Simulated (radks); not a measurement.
Results of a calculation; reference values are marked as such.
All-electron atom: Rb2+ in [Ar] 3d10 4s2 4p5 (the NIST ground configuration). Code: a radial shooting solver on a logarithmic mesh with Libxc functionals. Model: scalar-relativistic Kohn-Sham, r2SCAN, spin-polarised, spherical densities, finite nucleus; open shells are filled with parallel spins first (spin-orbit coupling, left out, can overturn this in heavy ions); meta-GGA in the generalised Kohn-Sham scheme; Fermi nuclear charge, rms radius 4.2036 fm.

Local quantities along the radius. ELF = 1/(1 + alpha^2) is the electron localisation function; alpha = (tau - tau_W)/tau_unif compares the Pauli kinetic energy density with that of the uniform gas (summed over spins); -r V(r) is the screened charge that the Kohn-Sham potential of spin up presents (atomic units); r v_xc is r times the local exchange-correlation potential of spin up (hartree bohr, multiplicative part alone); 4 pi r^2 rho is in e/bohr. tau is taken from the large components.

r (bohr)    ELF    alpha  -r V(r)    r v_xc  4 pi r^2 rho
0.002385  1.000  0.02057    36.67   -0.1262         2.566
0.002732  1.000  0.02102    36.61   -0.1379         3.249
0.003155  1.000  0.02167    36.54   -0.1520         4.155
0.003615  0.999  0.02249    36.47   -0.1670         5.218
0.004175  0.999  0.02362    36.38   -0.1848         6.606
0.004783  0.999  0.02497    36.29   -0.2037         8.206
0.00548   0.999  0.02669    36.18   -0.2245         10.13
0.006328  0.999  0.02901    36.04   -0.2489         12.55
0.00725   0.999  0.03182    35.90   -0.2742         15.23
0.008373  0.999  0.03567    35.72   -0.3033         18.50
0.009593  0.998  0.04043    35.53   -0.3330         21.98
0.01108   0.998  0.04713    35.30   -0.3667         25.99
0.01269   0.997  0.05571    35.06   -0.4004         30.00
0.01466   0.995  0.06828    34.76   -0.4379         34.29
0.01679   0.993  0.08512    34.45   -0.4747         38.14
0.01924   0.988   0.1094    34.10   -0.5127         41.53
0.02222   0.979   0.1477    33.68   -0.5545         44.28
0.02546   0.960   0.2033    33.24   -0.5955         45.82
0.0294    0.920   0.2953    32.73   -0.6383         46.14
0.03368   0.843   0.4316    32.19   -0.6656         45.21
0.0389    0.702   0.6523    31.50   -0.6465         43.21
0.04457   0.529   0.9432    30.74   -0.5784         40.91
0.05147   0.376    1.290    29.92   -0.5596         38.90
0.05897   0.305    1.511    29.14   -0.6162         38.25
0.06756   0.312    1.484    28.32   -0.7005         39.44
0.07802   0.402    1.220    27.31   -0.7306         42.83
0.08939   0.541   0.9211    26.38   -0.8679         47.44
0.1032    0.681   0.6851    25.27   -0.9676         52.35
0.1183    0.761   0.5609    24.11    -1.018         55.28
0.1366    0.784   0.5248    22.82    -1.050         54.98
0.1565    0.743   0.5883    21.56    -1.076         51.06
0.1807    0.605   0.8075    20.11    -1.023         44.14
0.2071    0.407    1.208    18.62   -0.8871         37.27
0.2372    0.272    1.635    17.27   -0.9272         32.57
0.274     0.278    1.610    15.65   -0.8440         31.62
0.3139    0.421    1.173    14.46    -1.131         34.13
0.3625    0.621   0.7811    13.06    -1.315         37.87
0.4153    0.739   0.5950    11.72    -1.401         39.45
0.4796    0.780   0.5318    10.31    -1.389         37.06
0.5495    0.757   0.5667    9.147    -1.376         31.13
0.6346    0.654   0.7277    8.008    -1.276         22.93
0.7271    0.459    1.086    6.926    -1.025         15.71
0.833     0.257    1.699    6.101   -0.9229         10.55
0.962     0.195    2.034    5.419   -0.9295         7.700
1.102     0.316    1.471    4.979    -1.083         6.732
1.273     0.604   0.8100    4.432    -1.098         6.336
1.458     0.784   0.5251    4.022    -1.135         5.743
1.684     0.837   0.4416    3.657    -1.134         4.616
1.93      0.816   0.4744    3.372    -1.087         3.280
2.228     0.728   0.6114    3.126   -0.9942         1.949
2.553     0.559   0.8886    2.841   -0.7857         1.012
2.925     0.318    1.464    2.256   -0.2367        0.4418
3.378     0.109    2.863    1.931   0.07459        0.1490
3.87      0.026    6.172    2.135   -0.1338       0.04297
4.469     0.004    16.29    2.123   -0.1226      0.008919
5.121     0.000    48.37    2.072  -0.07191      0.001540
5.914     0.000    189.1    2.030  -0.03048     0.0001728

On this mesh the ELF has minima near r = 0.059, 0.24, 0.96 bohr, which separate the shells, and maxima near 0.14 (0.78), 0.48 (0.78), 1.7 (0.84).
